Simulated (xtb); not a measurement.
C6H18Si2, charge +1, doublet, at a GFN2-xTB geometry (a state made from the parent by changing its charge; the spin is typed, not shown lowest). Base run: xtb 6.7.1 with GFN2-xTB.

Geometry (Å):
```xyz
26

C     -1.7369    -0.7469    -1.7283
Si    -1.3354    -0.2216     0.0490
C     -2.0079     1.4726     0.5719
C     -1.4656    -1.5905     1.3547
Si     1.3259     0.2199    -0.0637
C      1.7246     0.7525     1.7120
C      1.4586     1.5834    -1.3750
C      1.9992    -1.4764    -0.5788
H     -1.2061    -1.6486    -2.0201
H     -1.5005     0.0299    -2.4498
H     -2.8000    -0.9572    -1.8215
H     -3.0913     1.4311     0.6576
H     -1.6227     1.7874     1.5376
H     -1.7742     2.2486    -0.1516
H     -2.5073    -1.8684     1.4981
H     -0.9323    -2.4903     1.0613
H     -1.0834    -1.2741     2.3211
H      2.7887     0.9563     1.8081
H      1.1985     1.6592     1.9967
H      1.4803    -0.0187     2.4370
H      1.0793     1.2626    -2.3410
H      0.9240     2.4841    -1.0870
H      2.5006     1.8613    -1.5167
H      1.6132    -1.7964    -1.5424
H      1.7669    -2.2488     0.1489
H      3.0825    -1.4344    -0.6660
```
Charge +1, spin multiplicity 2.
All else is at xtb's defaults.
Base energy -25.02273 Eh.

Each row names what was changed in the base input (with any setting that the change needs).

```json
[
 {"change": "base", "ΔE vs base (kcal/mol)": "0.000", "SCF cycles": "12"},
 {"change": "file = coord", "ΔE vs base (kcal/mol)": "0.000", "SCF cycles": "12"},
 {"change": "gbsa = toluene", "ΔE vs base (kcal/mol)": "-44.46", "SCF cycles": "13"},
 {"change": "etemp = 3000", "ΔE vs base (kcal/mol)": "-0.325", "SCF cycles": "12"},
 {"change": "etemp = 5000", "ΔE vs base (kcal/mol)": "-3.34", "SCF cycles": "12"},
 {"change": "acc = 0.0001", "ΔE vs base (kcal/mol)": "0.000", "SCF cycles": "20"},
 {"change": "acc = 1000", "ΔE vs base (kcal/mol)": "0.018", "SCF cycles": "7"}
]
```

ALPB and GBSA are two models with their own fitted parameters for each solvent, which aren't always the measured dielectric constant.
